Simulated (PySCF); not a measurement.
**Nb (niobium, neutral): UHF calculation**

Configuration: [Kr] 4d3 5s2, high-spin 4F determinant (an excited configuration). All numbers are calculated (PySCF 2.14, a scalar-relativistic core potential, in aug-cc-pVTZ-PP with ECP28MDF (6s6p5d3f2g, 88 functions)).

```
Total energy             : -56.122774 hartree
One-electron energy      : -94.9803 hartree
Hartree (Coulomb) energy : 45.0674 hartree
Exchange energy          : -6.2099 hartree
⟨S²⟩                     : 3.7752
⟨L²⟩                     : 12.058
Sum of ⟨r⟩               : 23.81 bohr
Sum of ⟨r²⟩              : 62.44 bohr²
```

```json
{"shell": "4s α", "electrons": "1", "mean orbital energy (hartree)": "-2.83551", "rms radius, mean of both spins (bohr)": "1.24"}
{"shell": "4s β", "electrons": "1", "mean orbital energy (hartree)": "-2.69870", "rms radius, mean of both spins (bohr)": "1.24"}
{"shell": "4p α", "electrons": "3", "mean orbital energy (hartree)": "-1.77703", "rms radius, mean of both spins (bohr)": "1.40"}
{"shell": "4p β", "electrons": "3", "mean orbital energy (hartree)": "-1.59250", "rms radius, mean of both spins (bohr)": "1.40"}
{"shell": "4d α", "electrons": "3", "mean orbital energy (hartree)": "-0.39059", "rms radius, mean of both spins (bohr)": "2.12"}
{"shell": "5s α", "electrons": "1", "mean orbital energy (hartree)": "-0.24937", "rms radius, mean of both spins (bohr)": "4.13"}
{"shell": "5s β", "electrons": "1", "mean orbital energy (hartree)": "-0.20136", "rms radius, mean of both spins (bohr)": "4.13"}
```

Energies and moments cover only the electrons outside the core potential.
